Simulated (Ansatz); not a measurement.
A run for Ansatz (a quantum-chemistry and plane-wave program): R-B3LYP/def2-TZVPPD on HCl (SMILES Cl) with ghost functions. Files ending in .json are basis or fitting sets from the Basis Set Exchange.

Ansatz 0.2 input:
```yaml
crystal:
  periodic: [false, false, false]
  atoms:
    - {symbol: Cl, position_ang: [0.27389745, -0.68935308, -0.39335070]}
    - {symbol: H, position_ang: [0.13762359, -0.22667304, 0.81354992]}
basis:
  gaussian:
    orbitals: def2-TZVPPD.json
    ghost_atoms:
      - {symbol: Se, position_ang: [-0.03299106, 0.55159349, 3.19731004]}
      - {symbol: H, position_ang: [1.40280027, 0.29637002, 3.38945724]}
      - {symbol: H, position_ang: [-0.36905347, -0.81326807, 3.63065014]}
hamiltonian:
  xc: {name: B3LYP}
scf: {lower_state_search: off}
```

Program output:

```
WARN ansatz: RAYON_NUM_THREADS=1 ignored (pool sized by the plan → 1); use --threads N
Functional definition: B3LYP
these checks for a lower state are left out or cut short: stability, starts, cluster_reference, orbital_swaps, neighbouring_geometries, increment
integrals: 0.07 GiB planned
912 factors; their error is unknown
mean field: 0.56 GiB planned
mean field evaluation 1: about -12539.7401 eV, gradient 1.0e1 eV
mean field evaluation 2: about -12539.7696 eV, gradient 1.1e1 eV
mean field evaluation 4: about -12540.0043 eV, gradient 3.5e-1 eV
mean field evaluation 8: about -12540.0310 eV, gradient 8.2e-4 eV
mean field -12540.03104835 eV, -460.8376410884 hartree, gradient 1.3e-6 eV, S^2 0.000000; 0 other end points of the search recorded, 0 dependent functions left out
reference -12540.03125115 eV, -460.8376485413 hartree; 9, 9 occupied and 150, 150 virtual orbitals, 912 factors
Total energy: -12540.03125115 eV, -460.8376485413 hartree
Checks for a lower state left out: stability, starts, cluster_reference, orbital_swaps, neighbouring_geometries, increment
```

Self-consistency was reached.

Cost: about 0.7 core-seconds (a rough figure).
